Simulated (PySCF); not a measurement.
O2Si, SMILES O=[Si]=O. Atoms are numbered in the order given.

```xyz
3

O      0.0000     0.0000    -1.5050
Si     0.0000     0.0000     0.0000
O      0.0000     0.0000     1.5050
```

Coordinates come from a ωB97X-D3(BJ)/def2-TZVP optimisation.

Method: r2SCAN/def2-TZVPD (PySCF).

Mulliken values depend strongly on the basis, most of all with diffuse functions as here. ESP charges are fitted to the potential on shells at 1.4 to 2.0 van der Waals radii. Atomic charges (e):

```tsv
atom	Mulliken	IAO	ESP fit
O1	-0.53	-0.77	-0.53
Si2	1.05	1.55	1.06
O3	-0.53	-0.77	-0.53
```
